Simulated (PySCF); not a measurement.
**C7H11N: full NMR table**

```
Formula                               : C7H11N
SMILES                                : C=N[C@@H]1C[C@@]12C[C@H]2C
Point group of the computed structure : C1
Degrees of unsaturation               : 3
Carbon signals                        : 7
Proton signals                        : 9
```

Atom-mapped SMILES (the numbers label the heavy atoms): `[CH2:1]=[N:2][C@@H:3]1[CH2:4][C@@:5]12[CH2:6][C@H:7]2[CH3:8]`. Hydrogens are named by the atom that carries them. Ha(C1) is cis to C3; Ha(C6) is cis to C8 on the ring; Ha(C4) is cis to N2 on the ring; Hb(C1) is trans to C3; Hb(C6) is trans to C8 on the ring; Hb(C4) is trans to N2 on the ring.

How the numbers were obtained: GIAO PBE0/pcSseg-1 shieldings, B3LYP/pcJ-1 coupling constants (spin–dipole term only in couplings to heteroatoms), PBE0-D3(BJ)/def2-SVP geometry, in PySCF (non-relativistic Hamiltonian, fast rotation and ring inversion assumed for equivalent nuclei, single conformer, gas phase).

δ = σ(ref) − σ, references computed at the same level: 1H (31.27 ppm), 13C (184.41 ppm) against TMS; 15N (265.67 ppm) vs NH3.

| carbon | δC, type | δH (multiplicity, J in Hz) | HMBC from (abs. J ≥ 3 Hz) | span of the C tensor (ppm) |
| --- | --- | --- | --- | --- |
| C1 | 153.1, CH2 | Ha(C1) 7.66 (d, 18.7); Hb(C1) 7.03 (dd, 18.7, 1.1) | H(C3) | 192 |
| C3 | 53.9, CH | 2.73 (ddt, 7.1, 3.1, 1.2) | Ha(C1), Hb(C1), Ha(C4), Hb(C6), Ha(C6) | 104 |
| C4 | 21.5, CH2 | Hb(C4) 1.34 (dd, 7.1, 4.3); Ha(C4) 1.44 (dd, 4.3, 3.1) | H(C7), Hb(C6) | 48 |
| C5 | 24.8, C | – | Hb(C4), H(C7), H(C8), Hb(C6), Ha(C6) | 95 |
| C6 | 16.4, CH2 | Ha(C6) 0.42 (t, 5.1); Hb(C6) 0.87 (dd, 8.7, 4.8) | H(C3), Hb(C4), H(C8) | 56 |
| C7 | 16.8, CH | 1.19 (m) | Ha(C4), H(C8) | 63 |
| C8 | 19.2, CH3 | 1.01 (d, 6.9) | Ha(C6) | 34 |

Other nuclei:
```tsv
atoms	nucleus	environment	δ (ppm)	σ (ppm)
N2	15N	imine nitrogen	418.4	-152.7
```

Selected couplings (Hz, signed; the shortest-range and largest first, 30 at most; isotopes 13C, 1H, 15N): 1J(C1,Hb(C1)) 191.6, 1J(C4,Ha(C4)) 172.2, 1J(C3,H(C3)) 170.3, 1J(C4,Hb(C4)) 169.3, 1J(C6,Hb(C6)) 168.0, 1J(C6,Ha(C6)) 167.2, 1J(C7,H(C7)) 163.7, 1J(C1,Ha(C1)) 161.4, 1J(C8,H(C8)) 133.2, 1J(C7,C8) 46.2, 1J(C4,C5) 25.6, 1J(C3,C5) 25.1, 1J(C5,C7) 23.3, 1J(C5,C6) 21.6, 1J(C3,C4) 13.6, 1J(C6,C7) 12.6, 1J(C1,N2) -7.6, 2J(Ha(C1),Hb(C1)) 18.7, 2J(N2,Hb(C1)) -11.6, 2J(Ha(C6),Hb(C6)) -4.8, 2J(Hb(C4),Ha(C4)) -4.3, 2J(N2,Ha(C1)) 4.1, 2J(C1,C3) -2.9, 2J(C4,C6) -2.3, 2J(N2,C4) -2.1, 2J(C5,C8) -2.0, 2J(C3,C7) -1.7, 2J(C4,C7) -1.6, 2J(C6,C8) -1.4, 2J(C3,C6) -1.3.

- Carbon types of the structure: 1 × C, 2 × CH, 3 × CH2, 1 × CH3, which accounts for all hydrogens.
- δC 153.1: C=N carbon.
- δC 53.9, 24.8, 21.5, 16.8, 16.4: three-membered-ring carbon.
- δC 19.2: methyl carbon; saturated and bonded to C and H only.
- δH 2.73, 1.44, 1.34, 1.19, 0.87, 0.42: hydrogen on a three-membered-ring carbon.
- δH 1.01: hydrogen on a methyl carbon; far from electronegative atoms and π systems.
- The protons at 7.66 and 7.03 share a coupling of 18.7 Hz (geminal).
- The protons at 2.73 and 1.34 share a coupling of 7.1 Hz (vicinal).
- The protons at 0.42 and 0.87 share a coupling of 4.8 Hz (geminal).
- The protons at 1.34 and 1.44 share a coupling of 4.3 Hz (geminal).

Multiplet labels drop couplings under 1 Hz and merge nearly equal ones. Unscaled 3J(H,H) at this level run about 10 % above measured values. Shifts are as computed. Against solution values, carbons near 30 ppm lie about +2 ppm off and those near 130 ppm about +5 ppm. Of 1211 compounds with measured shifts, 218 miss one by over three times the rms of a fit or turn the order of signals round; such compounds aren't used in these exercises. Experimental scales use liquid or dissolved standards, which lie at an offset from isolated NH3 (liquid NH3: subtract about 20 ppm). Unscaled 15N shifts of sp2 nitrogen come out 20 to 40 ppm too high even then.
